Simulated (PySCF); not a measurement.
Be(Cl)(GeH3) (BeClGeH3), SMILES [Cl][Be][GeH3]. The structure is a stationary point at PBE0-D3(BJ)/def2-TZVP.

Computed equilibrium geometry at PBE0-D3(BJ)/def2-TZVP (PySCF confirms it by a frequency run) as a Z-matrix, and its point group:
point group C3v.
```
Ge
H 1 1.5407
H 1 1.5407 2 106.65
H 1 1.5407 2 106.65 3 -113.67
Be 1 2.1914 2 112.17 4 -123.16
Cl 5 1.8015 3 152.77 1 -180.00
```
